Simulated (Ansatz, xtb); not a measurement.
# C5H7NS: which of two isomers lies lower

Structure a: `Cc1[nH]ccc1S`, a singlet. Structure b: `Cc1cc(S)c[nH]1`, a singlet. Both are isolated molecules in the gas phase, relaxed with r2SCAN-D4/def2-SVP; the shapes shown needn't be the lowest conformers.

a (Å):

```xyz
14

C    -0.9671    0.3506    0.2365
C     0.2676   -0.1815   -0.3979
C     1.5345   -1.5380   -1.6934
C     2.3909   -0.6228   -1.1181
C     1.5960    0.2321   -0.2926
N     0.2619   -1.2557   -1.2509
S     2.1524    1.6388    0.6213
H    -1.4727   -0.4072    0.8599
H    -1.6973    0.7097   -0.5093
H    -0.6973    1.1984    0.8815
H    -0.5705   -1.7654   -1.5210
H     1.7214   -2.3603   -2.3816
H     3.4677   -0.5570   -1.2628
H     2.5649    0.9930    1.7403
```

b (Å):

```xyz
14

C    -0.9683    0.9084    0.3249
C     0.2031    0.1743   -0.2308
C     0.3642   -1.1575   -0.5748
C     1.7018   -1.3230   -1.0510
C     2.3165   -0.0814   -0.9950
N     1.3976    0.8074   -0.5001
S     2.4405   -2.7858   -1.7132
H    -1.8180    0.2223    0.4408
H    -1.2933    1.7321   -0.3344
H    -0.7544    1.3438    1.3168
H    -0.3940   -1.9355   -0.4972
H     2.6259   -3.4440   -0.5431
H     3.3254    0.2189   -1.2706
H     1.5680    1.7952   -0.3565
```

**Question.** Estimate which is lower in electronic energy at CCSD(T)/def2-SVP + ΔMP2/def2-TZVPP, and by roughly how much.

**Answer.** CCSD(T)/def2-SVP + ΔMP2/def2-TZVPP gives E(b) − E(a) = +3.41 kJ/mol, slightly favouring structure a, which is too small a margin to settle the true order.

How the difference moves with the method:

```
                             level            geometry  E(b) − E(a) (kJ/mol)  departure from the last row (kJ/mol)  job, with rough time for the two
                r2SCAN-D4/def2-SVP  r2SCAN-D4/def2-SVP                   +5.34                                 +1.93             optimisation, 5.3 min
                       HF/def2-SVP  r2SCAN-D4/def2-SVP                   +2.25                                 −1.17           part of the CCSD(T) run
                      MP2/def2-SVP  r2SCAN-D4/def2-SVP                   +5.05                                 +1.64           part of the CCSD(T) run
                  CCSD(T)/def2-SVP  r2SCAN-D4/def2-SVP                   +4.65                                 +1.23                      single point
CCSD(T)/def2-SVP + ΔMP2/def2-TZVPP  r2SCAN-D4/def2-SVP                   +3.41                                                   single point, 3.1 min
```

As drawn, both hold the same kinds of bond in the same numbers.

The largest departure from CCSD(T)/def2-SVP + ΔMP2/def2-TZVPP is that of r2SCAN-D4/def2-SVP, 1.93 kJ/mol. No reliable frequencies are at hand for a, so it isn't confirmed as a minimum. Levels run at GFN2-xTB geometries aren't shown. The last row adds to CCSD(T) the change of the MP2 difference between the two basis sets, here −1.23 kJ/mol.

The correlated steps freeze 11 core orbitals. Programs: Ansatz 0.2.0, xtb 6.7.1; the last row on 2 threads of Intel(R) Xeon(R) Processor @ 2.50GHz (Skylake/Cascade Lake) on a shared host.
